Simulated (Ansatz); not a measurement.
Reaction (cleavage of the Si–B bond): `BC(C)B[SiH3]` + `CB(C)O` → `CB(C)O[SiH3]` + `BC(B)C`

Isolated molecules relaxed with PBE0-D4/def2-TZVP in Ansatz; ΔE leaves out vibrations. CCSD(T)/CBS adds triple-zeta CCSD(T) − MP2 to the extrapolated MP2 energy (def2 sets, frozen cores). DFT in def2-TZVPP. Each species was taken in one conformer, which may not be the lowest.

| level | ΔE (kcal/mol) |
| --- | --- |
| PBE0 | -19.2 |
| MP2/def2-TZVPP | -24.5 |

Problem. What does CCSD(T)/CBS give? (An estimate is asked.)

Solution. Computed: -23.1 kcal/mol. The listed levels differ from it by 3.9, -1.4 kcal/mol.

Largest T1 diagnostic among the species: 0.013.

From PBE to PBE0 (25 % exact exchange), in def2-TZVPP and without D4, ΔE moves by −2.2 kcal/mol. In def2-TZVPP, CCSD(T) changes the Hartree–Fock value by +7.4 kcal/mol (the triples alone add +0.9 kcal/mol) and MP2 by +5.6 kcal/mol.
